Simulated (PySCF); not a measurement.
An unknown shows these calculated signals:

¹H NMR (600 MHz, computed): δ 7.58 (m, 1H), 7.57 (m, 1H), 6.46 (m, 1H).

¹³C{¹H} NMR (computed): δ 234.0 (C), 153.2 (CH), 149.0 (CH), 119.8 (CH), 105.2 (C).

PySCF calculation with GIAO PBE0/pcSseg-1 shieldings and structure optimised with GFN2-xTB; gas phase, non-relativistic, a single conformation.

Referencing at the same level of theory: ¹H (σref 31.72) and ¹³C (σref 186.93) against TMS.

Task: Which of these does the molecule contain: a heteroaromatic ring, an amide, a CH3CH2 unit, a Si–H bond?

Result: 
- A heteroaromatic ring: yes.
- An amide: no.
- A CH3CH2 unit: no.
- A Si–H bond: no.

The data belong to SMILES C(=O)=Pc1ccoc1, C5H3O2P; they needn't prove each group on their own.

Carbon signals by region: 1 in the far downfield region (above 160 ppm), 4 in the sp2 and nitrile region (100–160 ppm). Above 160 ppm: 234.0, central carbon of a heterocumulene.

Splittings by ³¹P in the carbon and heteronuclear signals aren't shown, as no couplings were computed. Shifts are as computed. Against solution values, carbons near 30 ppm lie about +3 ppm off and those near 130 ppm about +5 ppm. Of 1211 compounds with measured shifts, 218 miss one by over three times the rms of a fit or turn the order of signals round; such compounds aren't used in these exercises. No couplings were computed; multiplicities are counted from neighbouring protons, with m where these are inequivalent, close in shift, in a saturated or five-membered ring or joined by F or P, and br s for small geminal =CH2 splittings.
